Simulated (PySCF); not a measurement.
**Zn¹⁸⁺ (zinc, charge +18) across methods**

[Ne] 3s2, closed-shell 1S. Calculation: PySCF 2.14, in an uncontracted even-tempered set (18 s from 1.7 bohr⁻², ratio 2.5; 11 p from 2.2 bohr⁻², ratio 2.5; 5 d from 8.7 bohr⁻², ratio 2.7; 4 f from 13 bohr⁻², ratio 2.7); the spin-free X2C one-electron Hamiltonian (Gaussian nucleus).

| method | E (hartree) | mean ε 2s (eV) | mean ε 2p (eV) | mean ε 3s (eV) | Σ⟨r²⟩ (bohr²) | ⟨S²⟩ |
| --- | --- | --- | --- | --- | --- | --- |
| PBE | -1621.117 | -1835.7 | -1687.5 | -679.19 | 1.127 | 0.000 |
| PBE0 | -1621.169 | -1855.2 | -1702.6 | -683.11 | 1.127 | 0.000 |
| PBEsol | -1619.743 | -1834.2 | -1686.6 | -678.81 | 1.127 | 0.000 |
| LDA | -1618.224 | -1832.7 | -1686.4 | -679.03 | 1.128 | 0.000 |
| UHF | -1620.84515 | -1912.0 | -1746.3 | -693.58 | 1.129 | 0.000 |
| r2SCAN | -1621.323 | -1846.3 | -1694.4 | -679.53 | 1.129 | 0.000 |

Question: Estimate the same row for BHandHLYP.

Answer: E (hartree) = -1621.462; mean ε 2s (eV) = -1874.6; mean ε 2p (eV) = -1717.9; mean ε 3s (eV) = -687.14; Σ⟨r²⟩ (bohr²) = 1.128; ⟨S²⟩ = 0.000.
